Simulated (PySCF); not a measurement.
Input of a run (PBE0-D3(BJ)/def2-SVP geometry optimisation, gas phase (PySCF 2.14.0)), started from GFN2-xTB:
```
{"job": {"xc": "PBE0", "basis": "def2-SVP", "d3": "d3bj", "grid": 1, "maxiter": 30, "kind": "geom"}, "charge": 0, "multiplicity": 2}
N     -2.242755    -1.261181    -0.003612
C     -1.404695    -0.477778    -0.071477
Si    -0.025442     0.720785    -0.385137
Se     1.960933     0.088384     0.545218
H     -0.391984     2.019118     0.170975
H      2.107065    -1.087336    -0.277543
```

Output (energies in Eh, forces in Eh/bohr):
```
step   0  E = -2784.10549671  max force = 0.027145
step   1  E = -2784.10663599  max force = 0.005064
step   2  E = -2784.10699397  max force = 0.001233
step   3  E = -2784.10706987  max force = 0.001044
step   4  E = -2784.10712988  max force = 0.000866
step   5  E = -2784.10714178  max force = 0.000691
step   6  E = -2784.10714439  max force = 0.000269
optimisation converged
```

Q: Summarise the run.

A: The energy falls by 4.3 kJ/mol over 7 energy and gradient evaluations, the largest force component goes from 0.0271 to 2.7e-04 Eh/bohr, and the atoms move by 0.141 Å rms after alignment. The bond that changes most is Si3–H5 (ends: silicon bonded to C, Se and H; hydrogen on silicon), which lengthens by 0.032 Å. Bonds longer at the end by more than 0.005 Å: 3 of 5; shorter: 2. Among the angles that change most is C2–Si3–Se4, from 113.5° to 110.5°. Among the dihedrals that turn most is H5–Si3–Se4–H6, from -174° to 169°. The energy never rose by more than 1e-6 Eh on the way. The first step brought 69 % of the lowering.

Q: What are the final bond lengths?

A: N1≡C2 1.163 Å, C2–Si3 1.848 Å, Si3–Se4 2.267 Å, Si3–H5 1.491 Å, Se4–H6 1.472 Å. Numbering counts from 1 in the input's order; the species is `C([SiH][SeH])#N` [radical].

The run used 88 basis functions and 59 SCF cycles in all. Hardware: an Arm Neoverse N1 with one thread, shared host with 64 logical CPUs at a one-minute load of 59. Cost: 53 s, 0.38 GiB resident at most.

PBE0-D3(BJ)/def2-SVP frequencies: not computed here. ⟨S²⟩ = 0.754 (exact for a doublet: 0.75).

One conformer stands for the species.
